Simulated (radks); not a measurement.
Results of a calculation; reference values are marked as such.
All-electron atom: Dy2+ in [Kr] 4d10 4f10 5s1 5p6 6s1 (not the ground configuration).

Level of theory: non-relativistic Kohn-Sham, PBE, spin-polarised, spherical densities, point nucleus; open shells are filled with parallel spins first (spin-orbit coupling, left out, can overturn this in heavy ions); relativity is left out, which matters for an element this heavy (a radial shooting solver on a logarithmic mesh with Libxc functionals).

Energy parts (eV):
| part | energy |
|---|---|
| total | -316810.90 |
| kinetic | 316719.87 |
| electron-nucleus | -751598.16 |
| Hartree | 124921.03 |
| exchange-correlation | -6853.64 |

Orbitals (lengths in bohr, moments of r in powers of bohr; <r^-3> diverges for s and p1/2):
orbital  occ.  eigenvalue (eV)   <1/r>      <r^2>  <r^-3>
1s up       1        -50219.74   65.46  0.0007057       -
1s down     1        -50219.64   65.46  0.0007057       -
2s up       1        -8062.209   15.25    0.01118       -
2s down     1        -8062.084   15.25    0.01118       -
2p up       3        -7684.020   15.27   0.008306    9869
2p down     3        -7683.917   15.27   0.008306    9870
3s up       1        -1799.017   5.774    0.07191       -
3s down     1        -1796.976   5.778    0.07183       -
3p up       3        -1629.150   5.716    0.06714    2031
3p down     3        -1627.287   5.720    0.06705    2034
3d up       5        -1312.620   5.621    0.05331   350.0
3d down     5        -1311.268   5.624    0.05322   350.5
4s up       1        -364.2218   2.463     0.3619       -
4s down     1        -360.5514   2.462     0.3619       -
4p up       3        -296.9720   2.368     0.3812   447.8
4p down     3        -293.3014   2.367     0.3812   447.0
4d up       5        -176.6086   2.160     0.4335   65.05
4d down     5        -172.9202   2.158     0.4339   64.91
5s up       1         -62.3906  0.9521      2.120       -
5s down     0         -59.8062  0.9405      2.166       -
5p up       3         -44.1325  0.8453      2.664   60.61
5p down     3         -41.8900  0.8316      2.740   57.98
4f up       7         -28.5001   1.634     0.8295   9.851
4f down     3         -24.9242   1.618     0.8711   9.699
6s up       1         -16.1092  0.3705      12.94       -
6s down     0         -14.7690  0.3737      12.79       -

The highest occupied level is 6s up at -16.109 eV. The configuration is held as typed, so some empty levels lie below it. The electron density at the nucleus is 2.049e+05 e/bohr^3. The spin density at the nucleus is 89.83 e/bohr^3 (1s 0.24, 2s -0.17, 3s -3.00, 4s 0.84, 5s 79.78, 6s 12.13). Virial ratio -V/T = 2.00029. Spin moment in Bohr magnetons: 6. Summed over all electrons, <r^2> = 48.19 bohr^2, which gives a Langevin (diamagnetic) susceptibility term of -38.2 x 10^-6 cm^3/mol. The density falls to 0.001 e/bohr^3 at r = 4.29 bohr.
